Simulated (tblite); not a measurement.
Compound: C5H5N2O2 (doublet state).
Z-matrix (Å and degrees, GFN2-xTB geometry), rows numbered from 1:
```
C 
N   1  1.3284
C   2  1.3745  1  125.49
C   3  1.3687  2  106.94  1  -179.99
N   4  1.3484  3  110.36  2    -0.00
C   5  1.3165  4  106.85  3     0.00
C   6  1.4533  2  127.61  1    -0.01
O   7  1.2045  6  124.30  2   179.92
O   7  1.3571  6  114.68  2    -0.09
H   1  1.0744  2  118.55  3     0.05
H   1  1.0702  2  120.00  3  -179.94
H   3  1.0705  2  121.68  1     0.02
H   4  1.0715  3  128.87  2  -179.97
H   9  0.9701  7  108.24  6   180.00
```

Calculated harmonic vibrations of the isolated species, GFN2-xTB (tblite), most abundant isotopes, no scaling. The method is semi-empirical: single wavenumbers can be off by several per cent or more. One conformer, not necessarily the lowest. Open shells enter through the occupations alone, without spin polarisation, and single modes of such species can be off by tens of per cent.

Harmonic wavenumbers (cm⁻¹): 48.9, 148.0, 211.2, 267.7, 347.6, 410.4, 411.2, 524.0, 560.3, 593.2, 639.4, 646.4, 667.0, 716.5, 740.2, 769.6, 838.5, 864.8, 1002.7, 1062.7, 1084.0, 1111.7, 1163.9, 1232.9, 1297.7, 1329.5, 1363.9, 1426.9, 1486.8, 1497.5, 1747.3, 3130.6, 3173.6, 3187.0, 3209.0, 3454.1.

A = 3030, B = 1608, C = 1050 MHz; mass 125.035 u (most abundant isotopes); point group Cs, symmetry number 1; spin multiplicity 2.

Problem. What is the zero-point energy?

Solution. Half the sum of the wavenumbers: 21183 cm⁻¹ = 253.41 kJ/mol.

Problem. What is S at 298.15 K and 1 bar for an ideal gas of classical rigid rotors and harmonic oscillators?

Solution. Translation 169.08, rotation 119.37, vibration 77.56, spin (R ln 2) 5.76: S = 371.8 J/(mol K).

Problem. And Cp and H(298.15 K) − H(0)?

Solution. Cp = 132.82 J/(mol K), of which vibrations give 99.56 (their classical limit is 36 R = 299.3); H(298.15 K) − H(0) = 23.11 kJ/mol without the zero-point energy, 13.20 from vibrations.

Problem. Blend soft modes into free rotors: weight 1/[1 + (100 cm⁻¹/ν̃)⁴] for the oscillator and the rest for a rotor with moment μB/(μ + B), μ = h/(8π²ν), B = 10⁻⁴⁴ kg m². What vibrational entropy results?

Solution. 72.35 J/(mol K) in place of 77.56, which changes −T·S at 298.15 K by +1.56 kJ/mol.

Problem. What must be added to the electronic energy to get the Gibbs energy at 298.15 K and 1 bar?

Solution. ZPE + [H(298.15 K) − H(0)] − T·S = 253.41 + 23.11 − 110.84 = 165.68 kJ/mol.

Problem. Which modes carry the vibrational entropy at 298.15 K?

Solution. 48.9 cm⁻¹: 20.34; 148.0 cm⁻¹: 11.29; 211.2 cm⁻¹: 8.51; 267.7 cm⁻¹: 6.74; 347.6 cm⁻¹: 4.92; 410.4 cm⁻¹: 3.87 J/(mol K); the other 30 give 21.89 together.

Problem. How do the functions run with temperature in this model?

Solution. 
| T (K) | S (J/(mol K)) | Cp (J/(mol K)) | H − H(0) (kJ/mol) | G − H(0) (kJ/mol) | ln q(vib) |
| --- | --- | --- | --- | --- | --- |
| 100 | 276.0 | 57.6 | 4.40 | -23.21 | 0.89 |
| 200 | 326.8 | 94.5 | 11.93 | -53.43 | 2.34 |
| 300 | 372.6 | 133.5 | 23.36 | -88.42 | 4.04 |
| 500 | 456.1 | 194.3 | 56.59 | -171.48 | 7.80 |
| 800 | 559.8 | 245.1 | 123.36 | -324.50 | 13.45 |
| 1000 | 616.8 | 265.1 | 174.50 | -442.30 | 16.97 |

q(vib) and H(0) count from the zero-point level.

Hindered rotation and anharmonicity are outside this model. Other conformers, if any are populated, would add a mixing term that is left out.
